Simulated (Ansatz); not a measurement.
One group Y is varied and pulled off as a radical: Y-Sn(OH)3. All species are isolated molecules in the gas phase. Each species was relaxed from one start; no search for lower structures was made at this level. In the def2 sets, heavy atoms carry core potentials. Strings in code marks are SMILES.

All values below come from Ansatz (a quantum-chemistry and plane-wave program) with PBE-D3(BJ)/def2-TZVP // PBE0-D3(BJ)/def2-SVP. All candidates: neutral, multiplicity 1. 

```json
{
 "HOMO": "-6.10 eV",
 "LUMO": "-2.17 eV",
 "HOMO–LUMO gap": "3.93 eV"
}
```

### Question
Identify which member has these values.
A) `[OH][Sn]([OH])([OH])[CH2]c1ccccc1`
B) `C[CH](C)[Sn]([OH])([OH])[OH]`
C) `C=C[CH2][Sn]([OH])([OH])[OH]`
D) `C[C](C)(C)[Sn]([OH])([OH])[OH]`

### Answer
A, `[OH][Sn]([OH])([OH])[CH2]c1ccccc1`. The others give `C[CH](C)[Sn]([OH])([OH])[OH]`: -6.45 eV, -1.83 eV, 4.61 eV; `C=C[CH2][Sn]([OH])([OH])[OH]`: -6.19 eV, -2.09 eV, 4.10 eV; `C[C](C)(C)[Sn]([OH])([OH])[OH]`: -6.32 eV, -1.87 eV, 4.45 eV
